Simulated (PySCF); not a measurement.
**Dipole response of Al (aluminium, neutral)**

[Ne] 3s2 3p1, 2P determinant. Calculation: PySCF 2.14, in aug-cc-pwCVQZ (10s9p7d5f3g, 134 functions); no relativity, point nucleus. Coupled (time-dependent) response in atomic units; α is the mean over directions.

```
method  mean α (bohr³)         α xx, yy, zz  C₆ (like pair)  S(−4)
   UHF           61.28  52.01, 79.81, 52.01           554.6   1957
   PBE           65.58  53.45, 89.85, 53.45           582.2   2779
  PBE0           62.38  51.93, 83.29, 51.93           553.8   2279
 B97-3           62.15  51.47, 83.50, 51.47           553.5   2201
```

S(−4) is the Cauchy moment in α(ω) = α(0) + S(−4) ω² + …

Reference α: 57.8 ± 1 bohr³ (recommended; Schwerdtfeger and Nagle, table of static dipole polarizabilities (2023 update)). Published C₆: 528.0 (Chu and Dalgarno (2004); Tang, Norbeck and Certain (1976)).

α(iu) at B97-3:

| u (hartree) | α(iu) (bohr³) |
| --- | --- |
| 0 | 62.15 |
| 0.0500 | 57.27 |
| 0.100 | 47.29 |
| 0.200 | 29.68 |
| 0.300 | 19.01 |
| 0.500 | 9.160 |
| 0.750 | 4.710 |
| 1.00 | 2.891 |
| 1.50 | 1.468 |
| 2.00 | 0.9285 |
| 3.00 | 0.5052 |
| 5.00 | 0.2406 |

The components differ because the open shell of this determinant is not spherical; for a pure term their mean is the scalar polarisability.
